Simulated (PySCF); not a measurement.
**A thermochemical cycle for MgCd**

PBE0 in PySCF with def2-SVPD on every atom (core potentials on Cd), for the lowest determinant that a PBE0 search found; no spin–orbit coupling. MgCd, a singlet (closed shell), has De = 0.08 eV to neutral atoms, and MgCd⁺, a doublet (σ ↑), has De = 1.05 eV to Mg⁺ + Cd.

At the same level the Mg atom ionises at 7.57 eV.

What is the adiabatic ionisation energy of the molecule, and does ionisation strengthen or weaken the bond?

IE = IE(Mg) + De(neutral) − De(ion) = 7.57 + 0.08 − 1.05 = 6.60 eV. De changes by +0.97 eV, so ionisation strengthens the bond.

Closed-shell solutions of metal pairs were not tested for spin polarisation, which can lower them a little. Weak bonds: MgCd. Basis-set superposition, not corrected here, can be much of De in a small basis, most of all at correlated wavefunction levels. Spin–orbit coupling is left out. For an ion De counts to the pair picked by the measured ionisation energies or electron affinities, which need not be the lowest pair at this level. States were picked by a PBE0 search and need not be the measured ground states.
